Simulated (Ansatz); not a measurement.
Molecule: ZnI$_{2}$, net charge 0, singlet state. 
Structure (B3LYP-D3(BJ)/def2-TZVP (Ansatz, a quantum-chemistry and plane-wave program) minimum search):
SMILES: [I][Zn][I]
```xyz
3

Zn     0.0000     0.0000     0.0000
I      0.0000     0.0000    -2.4340
I      0.0000     0.0000     2.4340
```
Charge 0, spin multiplicity 1.

Parts of the frozen-core correlation energy in def2-SVPD (Ansatz, hartree). Frozen orbitals: 27; correlated occupied orbitals by spin: 13 and 13; virtual: 64 and 64. No spin-orbit coupling. In def2 rows, elements after Kr have scalar-relativistic effective core potentials.

| term | value |
|---|---|
| reference (HF) | -2371.00548 |
| MP2 opposite-spin | -0.32912 |
| MP2 same-spin | -0.16768 |
| CCSD correlation | -0.49425 |
| (T) | -0.01434 |
| T1 diagnostic | 0.012 |
| largest doubles amplitude | 0.030 |
